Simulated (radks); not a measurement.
Results of a calculation; reference values are marked as such.
Mean orbital radii <r> (bohr) of the erbium ion Er3+, [Xe] 4f11, of relativity; Dirac values are averaged over j with weights 2j + 1. Spin-unpolarised spherical Kohn-Sham, LDA (Slater exchange, Perdew-Wang correlation), point nucleus unless stated (finite: rms radius 5.2516 fm), a radial shooting solver on a logarithmic mesh with Libxc functionals. A level marked "c x" has the speed of light scaled by that factor and shares open shells by 2j + 1; other Dirac levels either fill j = l - 1/2 first or share by 2j + 1.

| shell | non-rel. |
|---|---|
| 2p | 0.08016 |
| 3s | 0.2427 |
| 3p | 0.2324 |
| 3d | 0.2051 |
| 4s | 0.5456 |
| 4p | 0.5564 |
| 4d | 0.5838 |
| 5s | 1.324 |
| 5p | 1.474 |
| 4f | 0.7357 |
| 5d (empty) | 2.034 |
| 6s (empty) | 3.094 |

Give the values at the level "Dirac, 2j+1 shares, finite nucleus".

Answer. 
shell       Dirac, 2j+1 shares, finite nucleus  change of magnitude (%)
2p                                     0.07635                    -4.76
3s                                      0.2251                    -7.23
3p                                      0.2239                    -3.66
3d                                      0.2039                    -0.59
4s                                      0.5080                    -6.90
4p                                      0.5378                    -3.35
4d                                      0.5826                    -0.21
5s                                       1.229                    -7.17
5p                                       1.431                    -2.95
4f                                      0.7667                    +4.22
5d (empty)                               2.067                    +1.64
6s (empty)                               2.927                    -5.38
